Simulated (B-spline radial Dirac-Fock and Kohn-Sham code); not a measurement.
Relativistic shifts of the levels of Sb³⁺

System: the Sb³⁺ ion, configuration [Kr] 4d10 5s2.

Both columns are ΔSCF binding energies of the configuration average from a radial finite-basis atomic code: non-relativistic Hartree-Fock with a point nucleus, and Dirac-Fock with a finite nucleus and the Coulomb interaction alone, averaged over the two j levels with weights 2j+1.

```tsv
shell	Hartree-Fock (eV)	Dirac-Fock (eV)	shift (eV)	shift (%)
1s	29509.3	30633.6	+1124.39	+3.81
2s	4480.6	4756.6	+275.92	+6.16
2p	4184.9	4265.2	+80.32	+1.92
3s	931.7	990.0	+58.29	+6.26
3p	807.9	825.8	+17.83	+2.21
3d	580.5	572.4	-8.05	-1.39
4s	190.9	202.3	+11.33	+5.93
4p	147.0	149.8	+2.72	+1.85
4d	72.65	70.94	-1.70	-2.34
5s	40.15	41.66	+1.52	+3.78
```

Relativity binds 1s, 2s, 2p, 3s, 3p, 4s, 4p, 5s more strongly, among those listed most of all 3s in relative terms, and 3d, 4d more weakly, because the contracted s and p shells screen the nucleus better.

Values without a named source are computed, but for edge energies of neutral atoms, which are taken from tables.
